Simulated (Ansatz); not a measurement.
Input file for H₆OSSi₂, SMILES `O[SiH2]S[SiH3]`:

```yaml
crystal:
  periodic: [false, false, false]
  atoms:
    - {symbol: O, position_ang: [-0.787705, 1.827354, -1.310110]}
    - {symbol: Si, position_ang: [0.445351, 0.756224, -1.169612]}
    - {symbol: S, position_ang: [-0.218557, -1.256489, -0.891952]}
    - {symbol: Si, position_ang: [-0.107333, -1.272604, 1.241468]}
    - {symbol: H, position_ang: [-1.452701, 1.841773, -0.619858]}
    - {symbol: H, position_ang: [1.321771, 1.091103, -0.014933]}
    - {symbol: H, position_ang: [1.177287, 0.825667, -2.449964]}
    - {symbol: H, position_ang: [-0.775716, -0.070900, 1.809364]}
    - {symbol: H, position_ang: [1.298764, -1.301161, 1.713843]}
    - {symbol: H, position_ang: [-0.818162, -2.492268, 1.694756]}
basis:
  gaussian: {orbitals: def2-SVP}
correlation: {method: ccsd_t}
```

```sh
$ ansatz run in.yaml --threads 2 --pin off --events-out ev --progress --plain
```

Log, shortened:

```
Functional definition: HF
928 factors; integrals over basis functions are off by at most 1.2e-3 eV
mean field evaluation 1: about -28663.7515 eV, gradient 3.4e1 eV
mean field evaluation 2: about -28663.7539 eV, gradient 3.4e1 eV
mean field evaluation 4: about -28666.4475 eV, gradient 2.9e0 eV
mean field evaluation 8: about -28666.4822 eV, gradient 1.3e-4 eV
mean field -28666.48218287 eV, -1053.4737893809 hartree, gradient 7.8e-7 eV, S^2 0.000000; 0 other end points of the search recorded, 0 dependent functions left out
16 core orbitals not correlated: weight in the atoms' cores, before any rotation towards them, 1.000 or more for the frozen orbitals, at most 0.000 for the correlated occupied ones
reference -28666.48218287 eV, -1053.4737893809 hartree; 13, 13 occupied and 69, 69 virtual orbitals, 928 factors
second order -14.07444516 eV of doubles, -0.00000000 eV of singles
cycle   1  -15.03906143 eV  change   -9.6e-1 eV  update   9.1e-2
cycle   2  -15.48542666 eV  change   -4.5e-1 eV  update   2.7e-2
cycle   3  -15.56606645 eV  change   -8.1e-2 eV  update   1.2e-2
cycle   4  -15.56237036 eV  change    3.7e-3 eV  update   2.9e-3
cycle   5  -15.56133933 eV  change    1.0e-3 eV  update   1.0e-3
cycle   6  -15.56131013 eV  change    2.9e-5 eV  update   3.2e-4
cycle   7  -15.56118670 eV  change    1.2e-4 eV  update   1.1e-4
cycle   8  -15.56117165 eV  change    1.5e-5 eV  update   3.6e-5
cycle   9  -15.56118380 eV  change   -1.2e-5 eV  update   1.3e-5
perturbative correction -0.38547353 eV, -0.0141658909 hartree
Total energy: -28682.42884019 eV, -1054.0598182286 hartree
```

Hardware: 2 threads of a server CPU on a shared host. Wall time 8 s, peak host memory 0.34 GiB.

MP2 recovers 88.3 % of the CCSD(T) correlation energy and the triples give 2.4 %; T1 = 0.0112.
